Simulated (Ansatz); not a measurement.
Reaction (substitution at a C–Si bond): `FC([SiH3])[SiH2][SiH3]` + CH₃SH → `CSC(F)[SiH3]` + `[SiH3][SiH3]`

Program: Ansatz. Geometries: PBE0-D4/def2-TZVP. ΔE: electronic, gas phase. CCSD(T)/CBS is the MP2 limit (def2-TZVPP, def2-QZVPP) plus CCSD(T) − MP2 in def2-TZVPP, frozen cores. This one scheme is used for every species. Functionals use def2-TZVPP. B3LYP here is the variant with VWN-RPA as its local correlation; programs differ in this. Each species was taken in one conformer, which may not be the lowest.

`FC([SiH3])[SiH2][SiH3]`:

```xyz
14

F    -0.618    1.196   -1.661
C    -0.266   -0.128   -1.336
Si    1.623   -0.265   -1.299
Si   -1.150   -0.614    0.277
Si   -0.564    0.798    2.049
H    -0.646   -0.772   -2.140
H     2.170    0.610   -0.232
H     2.187    0.140   -2.612
H     1.977   -1.681   -1.014
H    -2.622   -0.567    0.055
H    -0.763   -2.020    0.584
H    -1.375    0.443    3.245
H    -0.827    2.217    1.693
H     0.875    0.642    2.389
```

CH₃SH:

Z-matrix (Å, degrees):
```
C
S 1 1.806
H 1 1.089 2 111.5
H 1 1.089 2 111.5 3 -123.8
H 1 1.090 2 106.2 3 118.1
H 2 1.342 1 97.1 3 61.9
```

`CSC(F)[SiH3]`:

```xyz
12

C    -0.317   -0.340   -2.256
S    -0.422    0.781   -0.851
C    -0.053   -0.314    0.496
F    -1.124   -1.159    0.802
Si    0.417    0.721    2.026
H    -0.547    0.245   -3.147
H    -1.048   -1.142   -2.160
H     0.689   -0.753   -2.352
H     0.781   -0.964    0.209
H     1.789    1.253    1.828
H    -0.548    1.835    2.187
H     0.383   -0.164    3.217
```

`[SiH3][SiH3]`:

```xyz
8

Si    0.182    0.058    1.154
Si   -0.182   -0.058   -1.154
H     1.625   -0.135    1.459
H    -0.242    1.385    1.676
H    -0.598   -0.999    1.852
H     0.245   -1.384   -1.677
H     0.595    1.002   -1.852
H    -1.625    0.132   -1.458
```

Question: Is it downhill or uphill in electronic energy at CCSD(T)/CBS, and by how much? (An estimate is asked.)

Answer: Computed: Uphill: ΔE = +2.8 kcal/mol.

Question: What do these levels give: PBE0-D4, ωB97X-V, B3LYP, CCSD(T)/def2-TZVPP, HF/def2-QZVPP, MP2/def2-QZVPP? (Best estimate.)

Answer: Computed: PBE0-D4 2.6, ωB97X-V 2.6, B3LYP 2.1, CCSD(T)/def2-TZVPP 3.0, HF/def2-QZVPP 3.0, MP2/def2-QZVPP 2.1 kcal/mol.

Largest T1 diagnostic among the species: 0.013.

The D4 term adds +0.9 kcal/mol with B3LYP and +0.6 kcal/mol with PBE0; it sums over pairs of atoms, weighted by their polarisabilities, and B3LYP, whose exchange is more repulsive, gets the larger term.
